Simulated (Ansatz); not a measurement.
Steps of a relaxation of `[SH][Ga]([Br])[Br]` with RKS PBE0-D4/def2-TZVP.

```sh
$ ansatz run in.yaml --threads 4 --pin off --events-out ev --progress --plain --max-ram 10444MiB
```

```yaml
crystal:
  periodic: [false, false, false]
  atoms:
    - {symbol: S, position_ang: [0.158279, 1.676035, 0.577169]}
    - {symbol: Ga, position_ang: [0.261521, -0.452734, 0.016014]}
    - {symbol: Br, position_ang: [2.009816, -1.734773, 0.750662]}
    - {symbol: Br, position_ang: [-1.363734, -1.413354, -1.288659]}
    - {symbol: H, position_ang: [-1.015882, 1.851126, -0.096585]}
basis:
  gaussian: {orbitals: def2-TZVP}
hamiltonian: {xc: pbe0, dispersion: d4}
relax: {f_tol: 0.005, max_steps: 150}
```

Positions (Å) and forces (eV/Å) along the path, 5 of 5 steps:

```xyz
5
step=1 energy=-203300.4129 eV
S     0.158    1.676    0.577   -0.414   -0.291   -0.340
Ga    0.262   -0.453    0.016   -0.006    0.055    0.024
Br    2.010   -1.735    0.751   -0.241    0.176   -0.106
Br   -1.364   -1.413   -1.289    0.225    0.129    0.178
H    -1.016    1.851   -0.097    0.436   -0.068    0.245
5
step=2 energy=-203300.4290 eV
S     0.156    1.660    0.574   -0.173   -0.041   -0.118
Ga    0.257   -0.448    0.018    0.002    0.063    0.024
Br    1.989   -1.718    0.740    0.014   -0.008    0.004
Br   -1.349   -1.401   -1.275   -0.010   -0.005   -0.008
H    -1.004    1.833   -0.098    0.167   -0.010    0.099
5
step=3 energy=-203300.4298 eV
S     0.151    1.654    0.571    0.007    0.022    0.012
Ga    0.257   -0.450    0.018   -0.016    0.009   -0.007
Br    1.992   -1.718    0.741    0.002    0.003    0.002
Br   -1.348   -1.404   -1.276   -0.006   -0.010   -0.007
H    -1.002    1.845   -0.096    0.013   -0.024    0.000
5
step=4 energy=-203300.4299 eV
S     0.152    1.657    0.574    0.014   -0.003    0.008
Ga    0.255   -0.447    0.018    0.002   -0.007   -0.001
Br    1.991   -1.715    0.740    0.001   -0.002    0.000
Br   -1.350   -1.403   -1.276    0.002    0.001    0.002
H    -0.998    1.835   -0.098   -0.020    0.012   -0.009
5
step=5 energy=-203300.4300 eV
S     0.152    1.656    0.574    0.001   -0.001    0.001
Ga    0.255   -0.448    0.018   -0.002    0.000   -0.001
Br    1.991   -1.716    0.740    0.001    0.000    0.000
Br   -1.350   -1.404   -1.276    0.001    0.000    0.000
H    -0.999    1.838   -0.097    0.000    0.000    0.000
```

Hardware: 4 threads of an Intel Xeon Platinum 8559C on a shared host. Wall time 18 s, peak host memory 0.77 GiB.
